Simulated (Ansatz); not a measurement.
Abridged output of a molecular run in Ansatz:

```
Functional definition: HF
1276 factors; integrals over basis functions are off by at most 7.1e-4 eV
mean field evaluation 1: about -20548.1534 eV, gradient 4.4e1 eV
mean field evaluation 2: about -20548.3891 eV, gradient 4.4e1 eV
mean field evaluation 4: about -20552.2630 eV, gradient 3.2e0 eV
mean field evaluation 8: about -20552.3261 eV, gradient 2.3e-1 eV
mean field -20552.32628756 eV, -755.2840602006 hartree, gradient 6.8e-6 eV, S^2 0.000000; 0 other end points of the search recorded, 0 dependent functions left out
12 core orbitals not correlated: weight in the atoms' cores, before any rotation towards them, 1.000 or more for the frozen orbitals, at most 0.000 for the correlated occupied ones
reference -20552.32628756 eV, -755.2840602006 hartree; 13, 13 occupied and 191, 191 virtual orbitals, 1276 factors
second order -20.03555541 eV of doubles, -0.00000000 eV of singles
cycle   1  -20.45388435 eV  change   -4.2e-1 eV  update   1.0e-1
cycle   2  -20.95704063 eV  change   -5.0e-1 eV  update   3.0e-2
cycle   3  -21.07809733 eV  change   -1.2e-1 eV  update   1.5e-2
cycle   4  -21.06420024 eV  change    1.4e-2 eV  update   3.2e-3
cycle   5  -21.06297043 eV  change    1.2e-3 eV  update   1.4e-3
cycle   6  -21.06366799 eV  change   -7.0e-4 eV  update   4.0e-4
cycle   7  -21.06343222 eV  change    2.4e-4 eV  update   1.5e-4
cycle   8  -21.06335993 eV  change    7.2e-5 eV  update   5.3e-5
cycle   9  -21.06338428 eV  change   -2.4e-5 eV  update   2.4e-5
perturbative correction -0.65924595 eV, -0.0242268420 hartree
Total energy: -20574.04891779 eV, -756.0823521377 hartree
```

Its atoms:

Cartesian coordinates in Å:
```
O -1.922 0.702 -0.426
Si -0.627 -0.256 -0.787
Si 1.089 -0.151 0.819
F 0.594 -0.720 2.238
H -1.767 1.636 -0.282
H -0.002 0.126 -2.089
H -1.164 -1.634 -0.900
H 2.263 -0.957 0.388
H 1.536 1.254 1.038
```

Which basis set was used?
A. def2-TZVPP
B. def2-TZVPPD
C. def2-QZVPP
D. def2-SVPD

A. It gives 216 functions.

Write the keys of the input that set method, charge and spin (a neutral closed shell needs none for the last two).


```yaml
correlation: {method: ccsd_t}
```
